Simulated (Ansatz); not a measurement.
Input for Ansatz (a first-principles code): R-r2SCAN/def2-TZVPP on GeH5N (SMILES [NH2][GeH3]), atoms moved off the minimum.

Ansatz 0.2 input:
```yaml
crystal:
  periodic: [false, false, false]
  atoms:
    - {symbol: Ge, position_ang: [-0.49873368, -0.00085167, 0.02696475]}
    - {symbol: N, position_ang: [1.34383770, -0.23876435, -0.29440930]}
    - {symbol: H, position_ang: [-1.19201294, -0.90849259, -1.01939535]}
    - {symbol: H, position_ang: [-0.51659556, 1.48749464, -0.15697265]}
    - {symbol: H, position_ang: [-0.54980872, -0.33500453, 1.37459353]}
    - {symbol: H, position_ang: [1.65665834, -1.00683595, 0.01888248]}
    - {symbol: H, position_ang: [1.93073754, 0.52657573, 0.44028082]}
basis:
  gaussian:
    orbitals: def2-TZVPP
hamiltonian:
  xc: {name: r2SCAN}
scf: {lower_state_search: off}
output: {forces: true}
```

The log:

```
WARN ansatz: RAYON_NUM_THREADS=1 ignored (pool sized by the plan → 1); use --threads N
Functional definition: r2SCAN
these checks for a lower state are left out or cut short: stability, starts, cluster_reference, orbital_swaps, neighbouring_geometries, increment
integrals: 0.05 GiB planned
808 factors; their error is unknown
mean field: 0.46 GiB planned
mean field evaluation 1: about -58078.8708 eV, gradient 6.9e1 eV
mean field evaluation 2: about -58017.6814 eV, gradient 1.4e2 eV
mean field evaluation 4: about -58087.6707 eV, gradient 4.9e0 eV
mean field evaluation 8: about -58087.7178 eV, gradient 1.8e-1 eV
mean field evaluation 16: about -58087.7033 eV, gradient 3.3e-4 eV
mean field -58087.70330091 eV, -2134.6837230491 hartree, gradient 5.8e-6 eV, S^2 0.000000; 0 other end points of the search recorded, 0 dependent functions left out
the calculation of the forces begins
reference -58087.70331078 eV, -2134.6837234117 hartree; 22, 22 occupied and 127, 127 virtual orbitals, 808 factors
Total energy: -58087.70331078 eV, -2134.6837234117 hartree
Atom 0 at    -0.498734    -0.000852     0.026965 Å, force     1.800884     0.242549    -3.042648 eV/Å
Atom 1 at     1.343838    -0.238764    -0.294409 Å, force    -0.516500    10.150381    -0.374774 eV/Å
Atom 2 at    -1.192013    -0.908493    -1.019395 Å, force    -0.113639     0.353559     0.408539 eV/Å
Atom 3 at    -0.516596     1.487495    -0.156973 Å, force    -0.648234     0.506252    -0.203329 eV/Å
Atom 4 at    -0.549809    -0.335005     1.374594 Å, force    -1.040773    -0.917952     3.246923 eV/Å
Atom 5 at     1.656658    -1.006836     0.018882 Å, force     2.864398    -7.671486     2.812967 eV/Å
Atom 6 at     1.930738     0.526576     0.440281 Å, force    -2.346135    -2.663303    -2.847678 eV/Å
Dipole moment:    -0.138435    -0.057306     0.285566 e Å
Checks for a lower state left out: stability, starts, cluster_reference, orbital_swaps, neighbouring_geometries, increment
```

Self-consistency was reached.

Cost: very roughly 1.9 core-seconds.
